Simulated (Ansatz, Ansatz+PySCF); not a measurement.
```yaml
atoms:
  - { symbol: N, position_ang: [0.0041, -0.0486, 0.0764] }
  - { symbol: O, position_ang: [-0.4308, 1.0120, 0.1565] }
  - { symbol: O, position_ang: [3.1526, -0.0129, 0.2053] }
  - { symbol: H, position_ang: [3.4343, 0.8583, 0.3846] }
  - { symbol: H, position_ang: [3.9419, -0.4854, -0.0403] }
```

Basis set: def2-SVP (spherical functions). Frozen core: 3 orbitals. Charge 0, multiplicity 2.

Computed with Ansatz (development build ahead of 0.2.0); each method stands on the lowest determinant of its kind that the runs found.

The atomization energy at this shape (free ground-state atoms in the same class of orbitals less the molecule, no zero-point energy) of doublet H2NO2:

| method | atomization energy |
| --- | --- |
| UHF | 205.91 kcal/mol |

What does UHF-MP2 give?

359.05 kcal/mol.
